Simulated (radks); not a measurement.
The numbers below are computed, except where a source is named.
Q: Radial electron density D(r) = 4 pi r^2 rho(r) of an atom or ion with 17 electrons. Level of theory: scalar-relativistic Kohn-Sham, PBE, spin-polarised, spherical densities, finite nucleus; Fermi nuclear charge, rms radius of each element as measured or else 0.836 A^(1/3) + 0.57 fm (a radial shooting solver on a logarithmic mesh with Libxc functionals).

r (bohr),D(r) (e/bohr),spin D(r)
0.001088,4.741,-0.00000399
0.001208,5.612,0.00000759
0.001351,6.717,0.0000286
0.001499,7.921,0.0000600
0.001676,9.438,0.000113
0.00186,11.08,0.000189
0.002081,13.13,0.000313
0.002309,15.32,0.000486
0.002582,18.03,0.000763
0.002865,20.90,0.00114
0.003205,24.38,0.00174
0.003585,28.30,0.00263
0.003977,32.34,0.00383
0.004449,37.10,0.00570
0.004936,41.89,0.00820
0.005521,47.37,0.0120
0.006127,52.68,0.0171
0.006853,58.53,0.0249
0.007604,63.92,0.0350
0.008505,69.50,0.0502
0.009437,74.26,0.0698
0.01056,78.68,0.0988
0.01171,81.93,0.135
0.0131,84.28,0.188
0.01465,85.30,0.259
0.01626,85.04,0.344
0.01819,83.57,0.461
0.02018,81.38,0.596
0.02257,78.61,0.774
0.02504,76.25,0.968
0.02801,74.66,1.20
0.03108,74.70,1.44
0.03477,76.87,1.69
0.03858,80.96,1.89
0.04315,87.22,2.05
0.04826,94.35,2.10
0.05355,100.3,2.01
0.0599,104.4,1.76
0.06646,104.3,1.39
0.07434,99.25,0.881
0.08249,89.94,0.413
0.09226,76.32,0.0578
0.1024,62.59,0.0142
0.1145,49.54,0.405
0.1271,41.27,1.21
0.1421,37.56,2.46
0.1577,38.22,3.76
0.1764,40.92,4.96
0.1973,42.53,5.62
0.2189,40.90,5.58
0.2448,35.19,4.86
0.2717,27.28,3.78
0.3039,18.12,2.52
0.3372,10.83,1.51
0.3771,5.316,0.742
0.4185,2.343,0.328
0.4681,0.8041,0.113
0.5194,0.2460,0.0350
0.5809,0.05470,0.00785
0.6446,0.01073,0.00156
0.721,0.001407,0.000206

What is the nuclear charge?

A: Z = 64. The innermost maximum, from 1s, lies near gamma/Z bohr with gamma = sqrt(1 - (Z/c)^2) = 0.884, here 0.0138 bohr (found: 0.0150), and its height grows with Z. The density is that of the gadolinium ion Gd47+ in [Ne] 3s2 3p5; the configuration itself is not fixed sharply by these data, and Z only to a few units. D(r) has 3 maxima, at r = 0.0150, 0.0633, 0.197 bohr, and minima at 0.0294, 0.147 bohr, inside which lie 1.96, 10.46 electrons.
